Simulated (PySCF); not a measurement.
These are PBE-D3(BJ)/def2-TZVP // B3LYP-D3(BJ)/def2-SVP run with PySCF 2.14.0 values and carry that method's errors. Gas-phase values, no solvent. Excitations are Tamm–Dancoff values on a coarser integration grid. The basis has no diffuse functions, so Rydberg states are missing or too high.

Reference species (SMILES): `Fc1ccccn1` (neutral, multiplicity 1).

| Quantity | Value |
|---|---|
| HOMO–LUMO gap | 4.49 eV |
| T1 excitation (TDA) | 4.11 eV |

Changed species: `Fc1ccncc1`.

### Question
Predict the effect on the HOMO–LUMO gap and T1 excitation (TDA).

### Answer
the HOMO–LUMO gap drops by 0.14 eV, to 4.35 eV; the T1 excitation (TDA) drops by 0.05 eV, to 4.06 eV.
